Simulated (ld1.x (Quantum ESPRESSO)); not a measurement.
**Before and after: RRKJ potential for gallium (Ga)**

- Element: Ga (Z = 31)
- Generator: ld1.x (Quantum ESPRESSO) 7.5
- Type: norm-conserving RRKJ (Kleinman–Bylander form)
- Functional: LDA (PZ)
- Relativity: scalar-relativistic
- Frozen core: [Ar] 3d10
- Valence charge: 3
- Reference configuration: 4s2 4p1
- Partial waves: 4s (bound): rc 1.80 bohr; 4p (bound): rc 2.80 bohr; 4d channel at 0.25 Ry: rc 2.60 bohr
- Local potential: the d channel
- Core correction: none
- rho0: 0.005

Change: wave 4d channel at 0.25 Ry: rc 2.60 bohr becomes 4d channel at 0.75 Ry: rc 2.60 bohr.

Cutoffs: the cutoffs (Ry, on a coarse ladder) from which the occupation-weighted sum of valence levels, in a spherical-Bessel basis at the reference potential, stays within 10 and 1 mRy of its value at 400 Ry; they do not see the model core or the augmentation charge, which bear on the density cutoff. Errors are all-electron minus pseudo energies relative to the spin-unpolarised reference configuration.

Predict the effect on cutoff, ghosts and configuration errors.

The potential gets neither clearly harder nor softer (30 Ry and 45 Ry → 30 Ry and 45 Ry); both files keep a bound ghost (p); of the 9 tests that both files solve, the error grows in 2 and shrinks in 1 by more than 15 % and 0.3 meV (median size 13.0 → 11.3 meV); the range in which the d phases agree widens (upper end 0.7 → 2.9).

| quantity | base | changed |
| --- | --- | --- |
| cutoff, loose | 30 Ry | 30 Ry |
| cutoff, tight | 45 Ry | 45 Ry |
| loose cutoff by channel (10 mRy a level) | s 15 Ry, p 6 Ry | s 15 Ry, p 8 Ry |
| bound ghosts | p | p |
| error for 4s2 4p0, meV [ΔE 5.89 eV] | +1.8 | +2.2 |
| error for 4s1 4p0, meV [ΔE 27.39 eV] | +96 | +98 |
| error for 4s2 4p0.5, meV [ΔE 2.12 eV] | -0.6 | -1.0 |
| error for 4s0 4p3, meV [ΔE 13.54 eV] | +71 | +63 |
| error for 4s1 4p1, meV [ΔE 13.34 eV] | +4.5 | -4.3 |
| error for 4s2 4p1.3, meV [ΔE -0.58 eV] | -0.2 | -0.4 |
| error for 4s1 4p2, meV [ΔE 6.61 eV] | +13 | +11 |
| error for 4s2 4p1 (spin-polarised), meV [ΔE -0.13 eV] | +16 | +16 |
| error for 4s1 4p0 (spin-polarised), meV [ΔE 27.08 eV] | +404 | +406 |
| s: phases at 3.03 bohr within 0.05 rad from the reference energy up to (Ry; the scan ends near 5) | 0.9 | 0.9 |
| p: phases at 3.03 bohr within 0.05 rad from the reference energy up to (Ry; the scan ends near 5) | 1.4 | 1.2 |
| d: phases at 3.03 bohr within 0.05 rad from the reference energy up to (Ry; the scan ends near 5) | 0.7 | 2.9 |

 A true bound ghost makes a file unfit for plane-wave use even where its test errors are small: the radial tests pick states by their node count and pass the ghost by.
